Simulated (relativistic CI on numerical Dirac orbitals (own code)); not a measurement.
**Hyperfine structure of Ba40+, mass number 135**

Computed by Dirac-Coulomb-Breit CI, orbitals from a KLI potential per configuration, QED by a radiative potential, unscaled Slater integrals (own radial code, finite nucleus).

Configuration list (outside the closed core [Ne]): 3s2 3p4, 3s 3p5, 3s2 3p3 3d, 3p6, 3s 3p4 3d, 3p5 3d, 3s 3p3 3d2, 3s2 3p2 3d 4p, 3p5 4s, 3s 3p3 3d 4s, 3p5 4p, 3s2 3p3 4s, 3s2 3p2 3d2, 3s2 3p 3d3, 3s 3p2 3d3, 3s2 3p 3d2 4s, 3p4 3d2, 3p3 3d3, 3p3 3d2 4s, 3s2 3p2 3d 4s, 3s 3p2 3d2 4s, 3s2 3p 3d 4s2. Double excitations out of closed p, d and f shells are left out; levels of such configurations are missing from the list, as are those of other unlisted configurations, and high levels can miss mixing partners.

Nuclear spin I = 3/2, μ = 0.8381 μN, Q = 0.153 b (tables of Stone and Pyykkö). The electronic factors are computed for point nuclear moments, without core polarisation or the Bohr-Weisskopf and QED corrections.

```json
{"Level": "3s2 3p4 3P_2", "E (eV)": "0.000", "A (GHz)": "43.9", "B (GHz)": "3.85"}
{"Level": "3s2 3p4 3P_1", "E (eV)": "90.244", "A (GHz)": "-17.78", "B (GHz)": "-11.6"}
{"Level": "3s2 3p4 1D_2", "E (eV)": "97.623", "A (GHz)": "108.3", "B (GHz)": "-27.1"}
{"Level": "3s 3p5 3P°_2", "E (eV)": "215.565", "A (GHz)": "174.5", "B (GHz)": "-19"}
```

Levels with J = 0, under 50 % of one LS term, or S terms without an open s electron are left out. Small factors come from cancelling terms and can be off by tens of per cent or more.

At this charge energies of transitions that change n are usually good to better than 1 %, and those within a shell (Δn = 0) to a few per cent.

(1) Give the hyperfine levels of 3s2 3p4 3P_2 relative to its centre of gravity.

Results:

(1) With K = F(F + 1) − I(I + 1) − J(J + 1), E = AK/2 + B[¾K(K + 1) − I(I + 1)J(J + 1)]/[2I(2I − 1)J(2J − 1)]: F = 1/2: -194.2, F = 3/2: -131.7, F = 5/2: -24.35, F = 7/2: 132.6 GHz.

LS names give the leading component of a level, which can be under half, so a name can repeat, a term be missing and a line seem to break the LS rules.
